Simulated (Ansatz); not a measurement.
The first iterations of a band of FGeH₅Si (8 atoms, charge 0, multiplicity 1).

These are results of RHF/def2-SVPD (Ansatz 0.2.0), not measurements.

- movable images: 8
- climbing image: no
- spring: 5.0 eV/Å²
- optimiser: quadratic models (default)
- start path: through a guess of the saddle point
- force threshold: 0.03 eV/Å
- iteration limit: 60
- end points: relaxed

Initial state:

```xyz
8
Properties=species:S:1:pos:R:3
Ge -0.964 -0.558 0.479
Si 0.984 0.515 -0.447
F 0.501 1.763 -1.376
H 1.863 1.070 0.604
H 1.760 -0.398 -1.314
H -1.762 0.434 1.335
H -1.862 -1.093 -0.644
H -0.521 -1.733 1.363
```

Final state:

```xyz
8
Properties=species:S:1:pos:R:3
Ge -1.365 -0.555 0.366
Si 1.984 0.600 0.138
F -0.048 0.192 -0.575
H 1.870 1.973 -0.483
H 2.501 -0.078 -1.110
H -1.599 0.397 1.528
H -2.514 -0.609 -0.631
H -0.829 -1.920 0.767
```

| iteration | highest image above the first end (eV) | largest band force component (eV/Å) |
| --- | --- | --- |
| 1 | 3.527 | 4.865 |
| 2 | 3.063 | 2.461 |
| 3 | 2.960 | 1.328 |
| 4 | 2.941 | 0.363 |
| 5 | 2.956 | 0.518 |

Question: Does the band converge within its limit, and where does its top end?

Answer: It converged. It ended after 15 iterations with the highest image 2.917 eV above the first end. Neighbouring images differ by up to 1.4 eV, so the band resolves the path poorly. No image climbed, so the highest image needn't sit at the top of the path. The orbitals stay closed-shell, which can raise the energy where a bond breaks towards radicals; this wasn't checked here.

Run time: 6.6 min on 2 threads of Arm Neoverse N1, with other jobs on the host, peak memory 0.29 GiB.
